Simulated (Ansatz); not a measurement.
C$_{2}$H$_{12}$Ga$_{2}$OSiSn, SMILES `CO[CH2][SnH2][SiH2][GaH][GaH2]`, 19 atoms. The species carries charge 0 and has multiplicity 1. Correlated methods include outer-core shells of Ga, Sn, which these sets cover unevenly. Scalar relativity is left out up to krypton. Sn: def2 effective core potential. Hardware: A = 4 threads of an AMD EPYC 7R13 on a shared host and a share of an NVIDIA H100 80 GB; B = 4 threads of an AMD EPYC 7R13 on a shared host. Correlated methods freeze the cores.

**Question.** Give the basis size and wall time and peak host memory of each of these runs in Ansatz. RKS ωB97M-V/def2-QZVPP energy [A]; RKS PBE0-D4/def2-QZVPP energy [A]; RHF-MP2/def2-QZVPP energy [A]; RKS r2SCAN-D4/def2-TZVPP energy and forces [A]; RKS ωB97M-V/def2-SVP energy [B]; RKS PBE0-D4/def2-TZVP relaxation (29 steps) [A]; RHF-CCSD(T)/def2-TZVPP energy [A]; RKS SPW92 (LDA)/def2-TZVPP energy [A]; direct RPA on PBE orbitals/def2-TZVPP energy [A]; RKS B3LYP-D4/def2-TZVPP energy and forces [A]; RHF-CCSD(T)/def2-SVP energy [A]; RKS HSE06 (plane-wave form)-D4/def2-TZVPP energy [A]. (Estimate.)

**Answer.** The calculation gave: Other jobs shared the machine, so times are rough.

| level | job | functions | wall time | peak host memory (GiB) |
| --- | --- | --- | --- | --- |
| RKS r2SCAN-D4/def2-TZVPP | energy and forces [A] | 449 | 4.8 s | 0.97 |
| RKS SPW92 (LDA)/def2-TZVPP | energy [A] | 449 | 5.5 s | 0.93 |
| direct RPA on PBE orbitals/def2-TZVPP | energy [A] | 449 | 8 s | 2.3 |
| RHF-CCSD(T)/def2-SVP | energy [A] | 210 | 8.5 s | 0.82 |
| RKS ωB97M-V/def2-QZVPP | energy [A] | 861 | 11 s | 1.6 |
| RKS HSE06 (plane-wave form)-D4/def2-TZVPP | energy [A] | 449 | 11 s | 0.95 |
| RKS B3LYP-D4/def2-TZVPP | energy and forces [A] | 449 | 13 s | 1.1 |
| RKS PBE0-D4/def2-QZVPP | energy [A] | 861 | 14 s | 1.4 |
| RHF-MP2/def2-QZVPP | energy [A] | 861 | 16 s | 1.5 |
| RKS ωB97M-V/def2-SVP | energy [B] | 210 | 20 s | 1.3 |
| RHF-CCSD(T)/def2-TZVPP | energy [A] | 449 | 64 s | 0.91 |
| RKS PBE0-D4/def2-TZVP | relaxation (29 steps) [A] | 348 | 110 s | 1.1 |

B3LYP here is the variant with VWN-RPA as its local correlation; programs differ in this.
